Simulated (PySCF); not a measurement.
Isomers of C7H14S, from PBE0-D3(BJ)/def2-SVP geometry optimisation, gas phase (PySCF 2.14.0). One conformer each, no zero-point energy, no frequencies.

Question: Which is lowest in electronic energy at this level?
A. `[CH3:1]/[CH:2]=[CH:3]\[S:4][C:5]([CH3:6])([CH3:7])[CH3:8]` with C2–C3–S4–C5 -178°: A = 3411, B = 899.2, C = 849.0 MHz, dipole 1.36 D
B. `[CH3:1][S:2][C@@H:3]1[CH2:4][C@H:5]1[CH:6]([CH3:7])[CH3:8]` with C1–S2–C3–C4 144°, C4–C5–C6–C7 153°: A = 2933, B = 975.4, C = 787.2 MHz, dipole 1.68 D
C. `[CH3:1][C:2](=[S:3])[CH2:4][CH2:5][CH:6]([CH3:7])[CH3:8]` with C1–C2–C4–C5 -70°, C2–C4–C5–C6 -173°, C4–C5–C6–C7 -62°: A = 3305, B = 685.6, C = 655.4 MHz, dipole 2.89 D
D. `[CH2:1]=[C:2]([CH3:3])[CH2:4][CH2:5][S:6][CH2:7][CH3:8]` with C1–C2–C4–C5 110°, C2–C4–C5–S6 -176°, C4–C5–S6–C7 -65°, C5–S6–C7–C8 -62°: A = 2967, B = 801.5, C = 690.0 MHz, dipole 1.77 D

Answer: C. That is `CC(=S)CCC(C)C`, 4.0 kcal/mol below the next.

```
               SMILES                                               mapped SMILES      E (Eh)  relative (kcal/mol)  relative (kJ/mol)  dipole (D)
        CC(=S)CCC(C)C    [CH3:1][C:2](=[S:3])[CH2:4][CH2:5][CH:6]([CH3:7])[CH3:8]  -672.57823                  0.0                0.0        2.89
      C/C=C\SC(C)(C)C   [CH3:1]/[CH:2]=[CH:3]\[S:4][C:5]([CH3:6])([CH3:7])[CH3:8]  -672.57186                  4.0               16.7        1.36
CS[C@@H]1C[C@H]1C(C)C  [CH3:1][S:2][C@@H:3]1[CH2:4][C@H:5]1[CH:6]([CH3:7])[CH3:8]  -672.56557                  7.9               33.2        1.68
          C=C(C)CCSCC     [CH2:1]=[C:2]([CH3:3])[CH2:4][CH2:5][S:6][CH2:7][CH3:8]  -672.56527                  8.1               34.0        1.77
```

As drawn, the lowest has a C=S bond, which the highest lacks; the highest has a C=C bond outside aromatic rings, which the lowest lacks.
